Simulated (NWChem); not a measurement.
System: BNH$_{2}$, triplet; SMILES of the neutral closed-shell parent B=N

```xyz
4

B     -0.1622    -0.8067     0.0000
N     -0.1124     0.5724     0.0000
H      0.9925    -1.2833     0.0000
H      0.6054     1.3099     0.0000
```
Atoms are numbered in this order, from 1.

Computed with NWChem. Pople sets run with spherical d functions. Spin-unrestricted. In the optimisation the excess spin sits in a' (Cs, its own frame). The geometry was optimised at PBE-D3(BJ)/def2-SVP, spin-unrestricted. The spin multiplicity was typed, not searched, and may not be the lowest. No stability test was run on the SCF state. Level r2SCAN/6-31G*: energy and gradient on several grids; changes count from the extra-fine grid, which is no exact limit either.

### Question
Which is the coarsest grid (fine; medium; xcoarse; coarse; xfine) from which on the energy stays within 50 μHa and each gradient component within 100 μHa/bohr of xfine?

### Answer
medium.
```csv
grid,size of the energy change (μHa),largest change of a gradient component (μHa/bohr)
xcoarse,400,2000
coarse,100,100
medium,< 10,< 30
fine,< 10,< 30
xfine,< 10,< 30
```
